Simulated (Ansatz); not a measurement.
This triplet is an excited state, 0.61 eV above the relaxed singlet at the level frozen-core CCSD(T)/cc-pVTZ // B3LYP-D3(BJ)/def2-TZVP (Ansatz, a first-principles code).

Species: C2H5B, SMILES `B[C]C` (excited triplet) (charge 0, multiplicity 3).

Task: Give a relaxed geometry from Ansatz with B3LYP-D3(BJ)/def2-TZVP.

Result: One answer among several that fit: the end point of this relaxation, one of several conformers (outside a Z-matrix the atoms follow the SMILES, hydrogens last).
Z-matrix (Å, degrees):
```
C
C 1 1.4515
H 2 1.0970 1 111.14
H 2 1.0972 3 106.17 1 -120.72
H 2 1.0993 3 108.01 4 -115.52
B 1 1.4915 2 145.52 3 123.19
H 6 1.1927 1 121.69 2 179.99
H 6 1.2012 7 119.15 1 -180.00
```
